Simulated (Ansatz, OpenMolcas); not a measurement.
## From Ansatz to OpenMolcas

This Ansatz 0.2.0 job computes HfHCl3O (SMILES Cl[Hf](Cl)(Cl)O):

molecule.yaml:
```yaml
crystal:
  periodic: [false, false, false]
  atoms:
    - {symbol: Cl, position_ang: [0.876760, -0.101050, -2.336560]}
    - {symbol: Hf, position_ang: [-0.022850, -0.350510, -0.194310]}
    - {symbol: Cl, position_ang: [-2.262380, -0.999350, -0.349730]}
    - {symbol: Cl, position_ang: [1.185990, -1.965090, 0.985740]}
    - {symbol: O, position_ang: [0.084060, 1.291990, 0.717110]}
    - {symbol: H, position_ang: [0.138420, 2.124020, 1.177740]}
basis:
  gaussian:
    orbitals: def2-SVP
accuracy: high
hamiltonian:
  xc: {name: B3LYP}
output:
  orbitals: {seedname: orbitals}
```

```bash
$ ansatz run molecule.yaml --threads 1 --pin off --max-ram 3480MiB --events-out events.jsonl --progress --plain --runs-dir runs
```

The shape is that of a PBE0-D4/def2-TZVP optimisation.

It gives a total energy of -1504.327640 Eh.

Translate the job to OpenMolcas 26.06 as an input file of the program's own, asking for the gradient.

This input was run:

run.inp:
```
>>> EXPORT MOLCAS_PRINT=2
&GATEWAY
BasLib=$CurrDir
BasisSet
Cl.def2-SVP....
Cl1 0.876760 -0.101050 -2.336560 angstrom
Cl3 -2.262380 -0.999350 -0.349730 angstrom
Cl4 1.185990 -1.965090 0.985740 angstrom
End of Basis
BasisSet
Hf.def2-SVP....
Hf2 -0.022850 -0.350510 -0.194310 angstrom
End of Basis
BasisSet
O.def2-SVP....
O5 0.084060 1.291990 0.717110 angstrom
End of Basis
BasisSet
H.def2-SVP....
H6 0.138420 2.124020 1.177740 angstrom
End of Basis
&SEWARD
GridInput
Grid=UltraFine
End of Grid
&SCF
KSDFT=B3LYP
Thresholds=1e-10 1e-07 1e-07 1e-05
PrOrbitals=1 2
&ALASKA
```

```bash
$ export MOLCAS_MEM=1860
$ pymolcas run.inp > run.log
```

(Basis files named in the input come from the Basis Set Exchange and aren't shown.)

Its energy is -1504.327641 Eh, the same as the first but for the last digit, at most.
